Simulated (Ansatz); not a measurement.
Consider the redistribution: `[SiH3]NP` + `F[Si]1(Br)BC1` → `F[SiH2]NP` + `Br[SiH]1BC1`.

Gas-phase electronic energies from Ansatz, PBE0-D4/def2-TZVP geometries. CBS: MP2 limit from def2 TZ/QZ plus the TZ coupled-cluster correction, frozen cores. Functionals use def2-TZVPP. For Br outer-core shells are correlated without core-valence functions, which leaves a few kJ/mol of doubt a bond. Scalar relativity is left out up to krypton. Each species was taken in one conformer, which may not be the lowest.

```csv
level,ΔE (kJ/mol)
PBE-D4,-29.9
r2SCAN-D4,-31.1
ωB97M-V,-31.7
PBE,-30.9
CCSD(T)/def2-TZVPP,-34.2
MP2/def2-QZVPP,-35.5
SCS-MP2/def2-QZVPP,-35.4
CCSD/CBS(def2),-35.3
```

Question: What does CCSD(T)/CBS give? (Best estimate.)

Answer: Ansatz gave: -34.7 kJ/mol. The listed levels differ from it by 4.8, 3.6, 3.0, 3.8, 0.5, -0.8, -0.7, -0.6 kJ/mol.

Largest T1 diagnostic among the species: 0.012.
